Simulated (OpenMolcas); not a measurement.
# Worked example: vertical ionisation energy of Si5H12 (SMILES [SiH3][Si]([SiH3])([SiH3])[SiH3])

Si5H12 has 17 atoms, charge 0, and is taken as a singlet. As SMILES, `[SiH3][Si]([SiH3])([SiH3])[SiH3]`. Geometry: relaxed at PBE0-D4/def2-TZVP.

Both states at this one shape; open shells run unrestricted unless said. 1 Eh = 27.2114 eV.

```tsv
level	program	singlet Si5H12 (Eh)	doublet [Si5H12]+ (Eh)	HOMO of the first (eV)
SVWN5/6-31G* (spherical functions)	OpenMolcas	-1448.660384	-1448.320808	-6.90
revPBE/6-31G* (spherical functions)	OpenMolcas	-1454.265526	-1453.924325	-6.87
PBE0/6-31G* (spherical functions)	OpenMolcas	-1453.955666	-1453.604912	-7.97
```

Work out the vertical ionisation energy at each level.


1. SVWN5/6-31G* (spherical functions): -1448.320808 − (-1448.660384) = 0.339576 Eh = 9.24 eV; −ε(HOMO) = 6.90 eV.
2. revPBE/6-31G* (spherical functions): -1453.924325 − (-1454.265526) = 0.341201 Eh = 9.28 eV; −ε(HOMO) = 6.87 eV.
3. PBE0/6-31G* (spherical functions): -1453.604912 − (-1453.955666) = 0.350754 Eh = 9.54 eV; −ε(HOMO) = 7.97 eV.

No measured value is set beside it here; the levels span 9.24 to 9.54 eV. In semi-local functionals −ε(HOMO) lies far under the ionisation energy, a result of self-interaction, while the difference of totals does much better.
